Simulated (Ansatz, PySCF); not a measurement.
Process, species as SMILES: C=C(Cl)[SiH2]O[SiH3] + 2 C (CH4) + O (H2O) + [SiH4] (SiH4) -> C=C (C2H4) [ethene] + CCl (CH3Cl) [chloromethane] + C[SiH3] + 2 O[SiH3]
Structures are relaxed separately at B3LYP-D3(BJ)/def2-TZVP in Ansatz (a program for electronic structure), one conformer each, not searched for the lowest. Frequencies are from Ansatz or PySCF.

Quantity: bond separation energy (0 K, with B3LYP-D3(BJ) harmonic zero-point energies), in kJ/mol. Correlated levels leave the core frozen unless marked. Spin-orbit coupling is left out. Non-relativistic. CBS marks a two-point X^-3 extrapolation of the correlation energy; Hartree-Fock from the larger set. The bracket is a focal-point correction in the basis named.

```
level                                                          program  bond separation energy (kJ/mol)  minus last row
-------------------------------------------------------------  -------  -------------------------------  --------------
HF/STO-3G                                                       Ansatz                             68.9            -3.2
PBE0/STO-3G                                                     Ansatz                             71.8            -0.3
PBE0/def2-SVP                                                   Ansatz                             66.7            -5.4
PBE0/def2-TZVPD                                                 Ansatz                             62.9            -9.2
SCS-MP2/aug-cc-pV(T+d)Z                                         Ansatz                             74.3             2.2
CCSD/cc-pV(T+d)Z                                                Ansatz                             65.5            -6.6
CCSD(T)/cc-pV(T+d)Z                                             Ansatz                             70.4            -1.7
CCSD(T) with core electrons (1s frozen past Ne)/cc-pwCVTZ       Ansatz                             71.6            -0.5
RI-MP2/CBS(cc-pV(T+d)Z,cc-pV(Q+d)Z)+[CCSD(T)-MP2]/cc-pV(D+d)Z   Ansatz                             74.2             2.1
RI-MP2/CBS(cc-pV(T+d)Z,cc-pV(Q+d)Z)+[CCSD(T)-MP2]/cc-pV(T+d)Z   Ansatz                             72.1             0.0
```
